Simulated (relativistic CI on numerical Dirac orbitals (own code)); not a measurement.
# Tm²⁺: resonant inelastic scattering at the N4,5 edge

Computed with this model: Dirac-Coulomb-Breit CI, KLI orbitals optimised for each configuration, model QED, valence Slater integrals scaled by 0.9, Kramers-Heisenberg scattering through one core-hole configuration in a parametric crystal field; configurations [Xe] 4f13 → [Kr] 4d9 4f14 5s2 5p6; 10 K; core-hole width 0.3 eV; summed over polarisations. Incident energies are the highest absorption maxima for each field (at most a few, so the weaker spin-orbit partner edge can be absent), on the computed scale of the free ion. Intensities are in per cent of the strongest line above 0.02 eV; levels within 1 cm⁻¹ are merged; final levels count from the ground level, the first row holds all elastic scattering, lines under 0.4 are left out and each table stops after 24 rows. The scale of the Slater integrals is a model choice and moves the terms in proportion.

Field parameters in Wybourne normalisation; cubic f-shell fields have B⁴₄ = √(5/14) B⁴₀ and B⁶₄ = −√(7/2) B⁶₀. The field is a parameter set, without covalency.

S is read from ⟨S²⟩ = S(S + 1).

D3d, B20 = 1490, B40 = 0, B43 = -780, B60 = 220, B63 = -160, B66 = 40 cm⁻¹:

| Final level (eV) | Degeneracy | Irrep | S | 177.9 eV |
| --- | --- | --- | --- | --- |
| 0.000 | 2 | Γ4 | 0.50 | 154.3 |
| 0.028 | 2 | Γ5+Γ6 | 0.50 | 100.0 |
| 0.063 | 2 | Γ4 | 0.50 | 30.4 |
| 0.116 | 2 | Γ4 | 0.50 | 5.2 |
| 1.091 | 2 | Γ4 | 0.50 | 7.6 |
| 1.126 | 2 | Γ5+Γ6 | 0.50 | 6.6 |
| 1.193 | 2 | Γ4 | 0.50 | 1.6 |

Oh, B40 = -1550, B60 = 400 cm⁻¹:

```csv
Final level (eV),Degeneracy,Irrep,S,177.9 eV
0.000,2,Γ7,0.50,98.1
0.069,4,Γ8,0.50,100.0
0.078,2,Γ6,0.50,20.5
1.105,2,Γ7,0.50,4.3
1.157,4,Γ8,0.50,8.2
```

For the first field the strongest loss at the lowest incident energy is the level at 0.03 eV (S = 0.50, against 0.50 in the thermal ground state).
